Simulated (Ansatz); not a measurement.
Consider the homolysis of the Ge–Si bond: `[OH][Ge]([OH])([SiH3])[Cl]` → `[OH][Ge]([OH])[Cl]`• + `[SiH3]`•.

Gas-phase electronic energies from Ansatz, PBE0-D4/def2-TZVP geometries. CCSD(T)/CBS is the MP2 limit (def2-TZVPP, def2-QZVPP) plus CCSD(T) − MP2 in def2-TZVPP, frozen cores. This one scheme is used for every species. Functionals use def2-TZVPP. Open shells (•) are unrestricted, without spin–orbit coupling. For Ge outer-core shells are correlated without core-valence functions, which leaves a few kJ/mol of doubt a bond. Scalar relativity is left out up to krypton. One conformer a species, not always the lowest.

```csv
level,ΔE (eV)
r2SCAN-D4,3.00
MP2/def2-TZVPP,3.31
HF/def2-QZVPP,2.43
CCSD/CBS(def2),3.35
```

**Question.** What does CCSD(T)/CBS give? (Estimate.)

**Answer.** The calculation gave: +3.40 eV. The listed levels differ from it by -0.40, -0.09, -0.97, -0.05 eV.

Largest T1 diagnostic among the species: 0.015.

The D4 term adds +0.15 eV with B3LYP and +0.08 eV with PBE0; it sums over pairs of atoms, weighted by their polarisabilities, and B3LYP, whose exchange is more repulsive, gets the larger term. In def2-TZVPP, CCSD(T) changes the Hartree–Fock value by +0.83 eV (the triples alone add +0.05 eV) and MP2 by +0.87 eV; breaking electron pairs costs correlation energy, which Hartree–Fock lacks.

B3LYP here is the variant with VWN-RPA as its local correlation; programs differ in this.
